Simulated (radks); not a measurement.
Values are calculated unless marked as measured or tabulated.
Sc3+, configuration [He] 2s2 2p4 3s2 3p6 3d2 (not the ground configuration).

Code: a radial shooting solver on a logarithmic mesh with Libxc functionals. Model: non-relativistic Kohn-Sham, SCAN, spin-polarised, spherical densities, point nucleus; open shells are filled with parallel spins first; meta-GGA in the generalised Kohn-Sham scheme.

Energy parts (hartree):
| part | energy |
|---|---|
| total | -728.26514 |
| kinetic | 727.62931 |
| electron-nucleus | -1687.10561 |
| Hartree | 266.68231 |
| exchange-correlation | -35.47114 |

Orbitals (lengths in bohr, moments of r in powers of bohr; r(max) is where P^2 peaks):
\begin{tabular}{lrrrr}
orbital & occ. & eigenvalue (hartree) & r(max) & <r^2> \\ \hline
1s up & 1 & -166.8023 & 0.04837 & 0.007263 \\
1s down & 1 & -166.4717 & 0.04833 & 0.007231 \\
2s up & 1 & -21.18740 & 0.2791 & 0.1312 \\
2s down & 1 & -20.58075 & 0.2797 & 0.1325 \\
2p up & 3 & -18.43405 & 0.2258 & 0.1057 \\
2p down & 1 & -17.73266 & 0.2272 & 0.1075 \\
3s up & 1 & -3.66340 & 0.8673 & 1.123 \\
3s down & 1 & -3.51460 & 0.8754 & 1.154 \\
3p up & 3 & -2.82908 & 0.8746 & 1.228 \\
3p down & 3 & -2.67301 & 0.8889 & 1.277 \\
3d up & 2 & -1.49652 & 0.8230 & 1.517 \\
\end{tabular}

The highest occupied level is 3d up at -40.722 eV. The spin density at the nucleus is -1.788 e/bohr^3 (1s -7.873, 2s 4.526, 3s 1.559), a Fermi contact field of -93.7 T. The density falls to 0.001 e/bohr^3 at r = 2.75 bohr. Summed over all electrons, <r^2> = 13.53 bohr^2, which gives a Langevin (diamagnetic) susceptibility term of -10.7 x 10^-6 cm^3/mol. The electron density at the nucleus is 6240 e/bohr^3. Virial ratio -V/T = 2.00087. Spin moment in Bohr magnetons: 4.

Empty levels of this run are not shown, since the potential may be unsettled where no density lies.
